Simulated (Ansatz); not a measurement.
Ideal-gas functions of `[TeH]B1CS1` at 400 K and 1 bar, from an Ansatz frequency run at PBE0-D4/def2-TZVP.

Molar mass 185.51 g/mol, point group Cs (symmetry number 1), electronic degeneracy 1, moments of inertia 40.807, 435.669, 473.132 u Å². Harmonic wavenumbers (cm⁻¹, unscaled): 170, 253, 293, 313, 610, 629, 863, 869, 941, 1005, 1239, 1446, 2149, 3121, 3200.

Use S(trans) = R[1.5 ln M + 2.5 ln T − 1.1517]; rotational temperatures θ = 24.2544 K / I; S(rot) = R[ln(√π/σ · √(T³/θAθBθC)) + 1.5]; for each mode x = 1.438777 ν̃/T, S = R[x/(eˣ − 1) − ln(1 − e⁻ˣ)] and H = RT x/(eˣ − 1); 1 cm⁻¹ = 0.0119627 kJ/mol; R = 8.31446 J/(mol·K).

Question: By hand: the entropy, in J/(mol·K).

Answer: Translation 180.1. Rotation: θ = 0.5944, 0.0557, 0.0513 K, giving 118.5. Vibration, mode by mode: 12.53, 9.38, 8.25, 7.75, 3.27, 3.10, 1.59, 1.57, 1.27, 1.06, 0.53, 0.29, 0.03, 0.00, 0.00, in all 50.6. Electronic 0.0. Sum 349.2 J/(mol·K).

Question: By hand: H − E and G − E in kJ/mol, counted from the electronic energy.

Answer: Zero-point energy ½ × 17101 × 0.0119627 = 102.3; thermal vibration 11.9; translation, rotation and pV give 4 RT = 13.3. H − E = 127.5 kJ/mol, and G − E = 127.5 − 400 × 349.2/1000 = -12.2 kJ/mol.

Vibration gives 14 % of the entropy.
